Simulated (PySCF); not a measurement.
2-chlorobuta-1,3-diene (C4H5Cl), SMILES C=CC(Cl)=C.

Coordinates come from a B3LYP-D3(BJ)/def2-SVP optimisation. One conformer was computed; it need not be the lowest.

The numbers are results of M06-2X/def2-TZVP (PySCF), not measurements.

Symmetry labels are those of the subgroup Cs that the program uses (full group Cs).

Question: List the valence orbital energies around the gap with their symmetry. (An estimate is asked for; the answer gives what the named calculation found.)

Answer: 
```json
[
 {"orbital": "HOMO−7", "symmetry": "A'", "energy (eV)": "-14.87"},
 {"orbital": "HOMO−6", "symmetry": "A'", "energy (eV)": "-13.03"},
 {"orbital": "HOMO−5", "symmetry": "A'", "energy (eV)": "-12.71"},
 {"orbital": "HOMO−4", "symmetry": "A\"", "energy (eV)": "-12.32"},
 {"orbital": "HOMO−3", "symmetry": "A'", "energy (eV)": "-11.57"},
 {"orbital": "HOMO−2", "symmetry": "A'", "energy (eV)": "-10.32"},
 {"orbital": "HOMO−1", "symmetry": "A\"", "energy (eV)": "-9.85"},
 {"orbital": "HOMO", "symmetry": "A\"", "energy (eV)": "-8.17"},
 {"orbital": "LUMO", "symmetry": "A\"", "energy (eV)": "-0.43"},
 {"orbital": "LUMO+1", "symmetry": "A'", "energy (eV)": "1.76"},
 {"orbital": "LUMO+2", "symmetry": "A\"", "energy (eV)": "2.31"},
 {"orbital": "LUMO+3", "symmetry": "A'", "energy (eV)": "2.63"}
]
```
